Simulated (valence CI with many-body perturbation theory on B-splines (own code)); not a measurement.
Nd47+: calculated level list

Calculated by configuration interaction combined with many-body perturbation theory (CI+MBPT): three valence electrons over a frozen Dirac-Fock core [Ne], a basis of 11 s, 11 p, 10 d, 8 f, 5 g, 2 h functions for each j, with the one-electron correlation potential Σ1 (screened to all orders), the two-electron term Σ2, the three-electron term Σ3, Breit, model QED; selected single and double excitations, second order for the rest, scaled by the run's own slope (own B-spline code, finite nucleus).

The last digits are not significant, and no measured levels were compared; by estimate large intervals hold to a few tenths of a per cent, small ones and those within an open d or f shell to about a per cent.

Levels 91 to 135 of 158, with energies above the lowest level, (3s^2 3p1/2) J=1/2. "Leading %" is the weight of the configuration and term that name the level; weights of strongly mixed levels are sums over their largest components and can fall short. In the jj column 3d3/2^4 stands for four electrons in 3d with j = 3/2. Lifetimes count E1, E2, E3, M1 and M2 decay at the calculated energies, and are blank where another channel may lead or the interval is too uncertain; long ones can be off by a factor of two.

| No. | Configuration | Term | J | E (Ry) | Leading % | Lifetime | g | Leading jj |
| --- | --- | --- | --- | --- | --- | --- | --- | --- |
| 91 | 3p²3d | ²P | 3/2 | 64.490 | 45 | 964 fs | 1.178 | 3p3/2^2 3d5/2 (87 %) |
| 92 | 3p²3d | ²D | 5/2 | 64.528 | 51 | 1.01 ps | 1.124 | 3p3/2^2 3d5/2 (87 %) |
| 93 | 3p3d² | ⁴D° | 5/2 | 65.323 | 29 | 1.49 ps | 1.142 | 3p1/2 3d3/2 3d5/2 (97 %) |
| 94 | 3p3d² | ²F° | 7/2 | 65.552 | 35 | 1.89 ps | 1.177 | 3p1/2 3d3/2 3d5/2 (85 %) |
| 95 | 3p3d² | ⁴D° | 3/2 | 65.895 | 29 | 1.38 ps | 1.356 | 3p1/2 3d3/2 3d5/2 (94 %) |
| 96 | 3p3d² | ²F° | 7/2 | 66.750 | 37 | 3.59 ps | 1.145 | 3p1/2 3d5/2^2 (86 %) |
| 97 | 3p3d² | ⁴G° | 9/2 | 66.822 | 32 | 6.05 ps | 1.097 | 3p1/2 3d5/2^2 (92 %) |
| 98 | 3p3d² | ²P° | 3/2 | 67.252 | 28 | 3.42 ps | 1.360 | 3p1/2 3d5/2^2 (97 %) |
| 99 | 3p3d² | ²F° | 5/2 | 67.290 | 39 | 4.43 ps | 1.101 | 3p1/2 3d5/2^2 (95 %) |
| 100 | 3p3d² | ²P° | 1/2 | 68.959 | 76 | 3.02 ps | 0.656 | 3p1/2 3d5/2^2 (92 %) |
| 101 | 3p3d² | ⁴F° | 3/2 | 71.853 | 32 | 872 fs | 0.859 | 3p3/2 3d3/2^2 (96 %) |
| 102 | 3p3d² | ⁴F° | 5/2 | 72.225 | 41 | 922 fs | 0.999 | 3p3/2 3d3/2^2 (86 %) |
| 103 | 3p3d² | ⁴D° | 1/2 | 72.341 | 76 | 851 fs | 0.224 | 3p3/2 3d3/2^2 (96 %) |
| 104 | 3p3d² | ²G° | 7/2 | 72.396 | 28 | 958 fs | 1.086 | 3p3/2 3d3/2^2 (85 %) |
| 105 | 3p3d² | ⁴G° | 9/2 | 73.206 | 49 | 1.47 ps | 1.184 | 3p3/2 3d3/2 3d5/2 (97 %) |
| 106 | 3p3d² | ²F° | 7/2 | 73.461 | 38 | 1.36 ps | 1.182 | 3p3/2 3d3/2 3d5/2 (96 %) |
| 107 | 3p3d² | ⁴D° | 3/2 | 73.495 | 35 | 896 fs | 1.366 | 3p3/2 3d3/2^2 (67 %) |
| 108 | 3p3d² | ⁴G° | 11/2 | 73.702 | 73 | 2.06 ps | 1.216 | 3p3/2 3d3/2 3d5/2 (72 %) |
| 109 | 3p3d² | ⁴D° | 5/2 | 74.081 | 42 | 1.34 ps | 1.403 | 3p3/2 3d3/2 3d5/2 (96 %) |
| 110 | 3p3d² | ²S° | 1/2 | 74.171 | 47 | 1.17 ps | 1.832 | 3p3/2 3d3/2 3d5/2 (97 %) |
| 111 | 3p3d² | ²F° | 5/2 | 74.371 | 51 | 1.17 ps | 1.047 | 3p3/2 3d3/2 3d5/2 (96 %) |
| 112 | 3p3d² | ⁴D° | 3/2 | 74.401 | 34 | 1.04 ps | 1.359 | 3p3/2 3d3/2 3d5/2 (84 %) |
| 113 | 3p3d² | ⁴D° | 7/2 | 74.538 | 45 | 1.38 ps | 1.201 | 3p3/2 3d3/2 3d5/2 (90 %) |
| 114 | 3p3d² | ²G° | 7/2 | 75.231 | 39 | 1.21 ps | 1.125 | 3p3/2 3d3/2 3d5/2 (72 %) |
| 115 | 3p3d² | ²D° | 5/2 | 75.391 | 53 | 1.32 ps | 1.264 | 3p3/2 3d3/2 3d5/2 (57 %) |
| 116 | 3p3d² | ²G° | 9/2 | 75.619 | 71 | 1.42 ps | 1.071 | 3p3/2 3d3/2 3d5/2 (73 %) |
| 117 | 3p3d² | ²P° | 3/2 | 75.624 | 40 | 1.07 ps | 1.043 | 3p3/2 3d3/2 3d5/2 (88 %) |
| 118 | 3p3d² | ²H° | 11/2 | 75.756 | 73 | 2.68 ps | 1.133 | 3p3/2 3d5/2^2 (72 %) |
| 119 | 3p3d² | ²D° | 5/2 | 76.132 | 64 | 1.28 ps | 1.180 | 3p3/2 3d3/2 3d5/2 (51 %) |
| 120 | 3p3d² | ²F° | 7/2 | 76.365 | 54 | 2.00 ps | 1.188 | 3p3/2 3d5/2^2 (81 %) |
| 121 | 3p3d² | ²D° | 3/2 | 76.431 | 57 | 983 fs | 1.102 | 3p3/2 3d3/2 3d5/2 (83 %) |
| 122 | 3p3d² | ²G° | 9/2 | 76.554 | 55 | 1.61 ps | 1.200 | 3p3/2 3d5/2^2 (74 %) |
| 123 | 3p3d² | ²P° | 1/2 | 76.556 | 77 | 1.15 ps | 0.775 | 3p3/2 3d3/2 3d5/2 (52 %) |
| 124 | 3p3d² | ²F° | 5/2 | 76.785 | 78 | 1.25 ps | 0.949 | 3p3/2 3d3/2 3d5/2 (78 %) |
| 125 | 3p3d² | ²P° | 1/2 | 77.778 | 84 | 1.25 ps | 0.711 | 3p3/2 3d5/2^2 (52 %) |
| 126 | 3p3d² | ²F° | 7/2 | 78.310 | 56 | 1.46 ps | 1.104 | 3p3/2 3d5/2^2 (89 %) |
| 127 | 3p3d² | ²P° | 3/2 | 78.365 | 76 | 1.86 ps | 1.293 | 3p3/2 3d5/2^2 (96 %) |
| 128 | 3p3d² | ²D° | 5/2 | 78.455 | 66 | 1.51 ps | 1.162 | 3p3/2 3d5/2^2 (94 %) |
| 129 | 3p3d² | ²P° | 3/2 | 79.486 | 58 | 1.22 ps | 1.230 | 3p3/2 3d5/2^2 (86 %) |
| 130 | 3d³ | ⁴F | 3/2 | 84.600 | 58 | 848 fs | 0.629 | 3d3/2^3 (93 %) |
| 131 | 3d³ | ⁴F | 5/2 | 86.270 | 88 | 1.11 ps | 1.043 | 3d3/2^2 3d5/2 (97 %) |
| 132 | 3d³ | ⁴P | 3/2 | 86.800 | 41 | 1.02 ps | 1.242 | 3d3/2^2 3d5/2 (94 %) |
| 133 | 3d³ | ⁴F | 7/2 | 86.822 | 46 | 1.21 ps | 1.071 | 3d3/2^2 3d5/2 (90 %) |
| 134 | 3d³ | ²G | 9/2 | 86.857 | 42 | 1.30 ps | 1.059 | 3d3/2^2 3d5/2 (97 %) |
| 135 | 3d³ | ⁴P | 1/2 | 87.125 | 63 | 1.02 ps | 1.921 | 3d3/2^2 3d5/2 (99 %) |
